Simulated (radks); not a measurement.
Neutral carbon inside a hard spherical wall (all orbitals vanish at R), configuration held at [He] 2s2 2p2 and not refilled when levels cross. Calculated with a radial shooting solver on a logarithmic mesh with Libxc functionals: non-relativistic Kohn-Sham, LDA (Slater exchange, VWN5 correlation), spin-unpolarised, spherical densities, point nucleus. Eigenvalues in eV, with the zero of energy where the potential of the charges vanishes at infinity; a dash marks a level that is unbound or too diffuse for the functional's potential to be trusted. A positive occupied level is held by the wall or, in an anion where self-interaction has pushed it up, behind a barrier. The pressure on the wall is -dE/dV.

| R (bohr) | E (hartree) | kinetic (hartree) | e(1s) | e(2s) | e(2p) | e(3s, empty) | e(3p, empty) | pressure (GPa) |
|---|---|---|---|---|---|---|---|---|
| free | -37.42575 | 37.190 | -270.69 | -13.629 | -5.420 | -0.165 | - | 0 |
| 20 | -37.42575 | 37.190 | -270.69 | -13.629 | -5.420 | -0.134 | 0.470 | < 0.0001 |
| 12 | -37.42575 | 37.190 | -270.69 | -13.629 | -5.420 | 0.161 | 1.243 | < 0.0001 |
| 7 | -37.42430 | 37.202 | -270.53 | -13.519 | -5.298 | 2.576 | 4.819 | 0.0905 |
| 5 | -37.40416 | 37.319 | -269.33 | -12.773 | -4.414 | 9.065 | 12.237 | 2.86 |
| 3.5 | -37.22323 | 38.098 | -263.84 | -9.158 | -0.188 | 29.993 | 32.596 | 61.2 |
| 3 | -36.97109 | 38.979 | -258.84 | -5.398 | 3.958 | 48.375 | 49.125 | 196 |
| 2.5 | -36.35915 | 40.793 | -250.18 | 2.353 | 11.937 | 82.766 | 78.597 | 704 |
| 2 | -34.75207 | 44.801 | -234.88 | 20.217 | 28.540 | 153.98 | 136.49 | 3020 |
